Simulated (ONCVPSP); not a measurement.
**Plane-wave convergence, ONCV potential for Mo**

ONCVPSP 4.0.1 input, shortened (lines: element, Z, core and valence counts, functional; n l f; lmax; l rc ep ncon nbas qcut; lloc lpopt rc5 dvloc0; l nproj debl; icmod fcfact rcfact), PBE, fully relativistic:

```
  Mo 42.00    6    4        4      upf
    1    0    2.00
    2    0    2.00
    2    1    6.00
    3    0    2.00
    3    1    6.00
    3    2   10.00
    4    0    2.00
    4    1    6.00
    4    2    4.00
    5    0    2.00
    3
    0    1.85    0.00    3    7    8.30
    1    1.25    0.00    3    7    6.40
    2    2.35    0.00    4    9    5.90
    3    2.60    0.06    4    8    4.90
    4    5    1.15    6.00
    0    2    0.50
    1    2    3.10
    2    1    1.20
    3    2    1.30
    3    3.75    1.20
```

Open shells are filled in proportion to 2j + 1.

For each optimised wave give the share of its norm inside rc, the residual kinetic energy above qcut (Ha) and the cutoffs (Ha) for errors of 10, 1, 0.1 and 0.01 mHa per electron.

| wave | norm inside rc | residual KE | 10 mHa | 1 mHa | 0.1 mHa | 0.01 mHa |
| --- | --- | --- | --- | --- | --- | --- |
| 4s | 0.960 | 2.9e-08 | 15.7 | 20.8 | 24.8 | 28.2 |
| 5s | 0.067 | 1.1e-08 | 11.3 | 17.9 | 22.7 | 26.5 |
| 4p j=3/2 | 0.556 | 2.2e-03 | 9.7 | 36.2 | 108.9 | not reached |
| p projector 2 j=3/2 | 0.058 | 1.2e-03 | 8.9 | 21.1 | 46.5 | 111.5 |
| 4p j=1/2 | 0.585 | 2.1e-03 | 9.6 | 35.9 | 109.3 | not reached |
| p projector 2 j=1/2 | 0.057 | 1.1e-03 | 9.2 | 20.9 | 46.4 | 109.2 |
| 4d j=5/2 | 0.764 | 1.1e-05 | 10.7 | 13.4 | 15.6 | 17.8 |
| 4d j=3/2 | 0.773 | 1.2e-05 | 10.8 | 13.4 | 15.6 | 17.9 |
| f projector 1 j=7/2 | 0.000 | 6.6e-09 | 0.1 | 0.2 | 0.6 | 2.8 |
| f projector 2 j=7/2 | 0.452 | 4.8e-03 | 11.1 | 19.9 | 46.2 | 52.6 |
| f projector 1 j=5/2 | 0.000 | 6.6e-09 | 0.1 | 0.2 | 0.6 | 2.8 |
| f projector 2 j=5/2 | 0.452 | 4.8e-03 | 11.1 | 19.9 | 46.3 | 52.6 |

The occupied waves need 36 Ha and 109 Ha for 1 and 0.1 mHa. Rows with under 1 % of the norm inside rc give no meaningful cutoff. Note: ghosts flagged at negative energy: d5/2 at -266.3 eV; GHOST(+) flagged for d3/2 at 46.6 eV. A true bound ghost makes a file unfit for plane-wave use.
